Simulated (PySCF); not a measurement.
Two probes of the same atoms: core binding energy and nuclear shielding

Compound: C3H6SSi.
Numbering: `[CH2:1]=[C:2]1[CH2:3][SiH2:4][S:5]1`

Cartesian coordinates in Å at the GFN2-xTB level; atoms count from 1:
```
atom  x, y, z in Å
C1     1.9583   -0.5745    0.1158
C2     0.6502   -0.4075    0.0943
C3    -0.1440    0.8320   -0.2265
Si4   -1.8460    0.0168    0.0311
S5    -0.5554   -1.6694    0.4592
H6     2.4035   -1.5210    0.3645
H7     2.6244    0.2393   -0.1179
H8     0.0993    1.6492    0.4540
H9     0.0631    1.1863   -1.2373
H10   -2.5988    0.4419    1.2022
H11   -2.6491   -0.1905   -1.1653
```

Binding energies: PySCF 2.14.0, delta-SCF UKS SCAN, pcX-2 on the ionised atom, pcseg-1 elsewhere, spin-free X2C. Shieldings: GIAO PBE0/pcSseg-1, non-relativistic, same geometry.

```tsv
atom	isotropic shielding (ppm)
C1	71.9
C2	33.2
C3	161.4
```

**Question.** What are the C 1s binding energies of these atoms?

**Answer.** 
```csv
atom,environment,C 1s (eV),isotropic shielding (ppm)
C1,terminal =CH2 carbon,289.50,71.9
C3,sp3 carbon bound to silicon,290.53,161.4
C2,fully substituted alkene carbon,291.04,33.2
```

**Question.** Among the listed atoms, is the one with the highest binding energy also the least shielded?

**Answer.** Yes: C2 has both (291.04 eV, 33.2 ppm).

By binding energy: C1 < C3 < C2. By shielding: C2 < C1 < C3.

Spin contamination (⟨S²⟩ against 0.75 for a pure doublet) is marked for C 1s of C2 (0.87), which makes this value less certain. Isolated species at its GFN2-xTB geometry, gas phase.
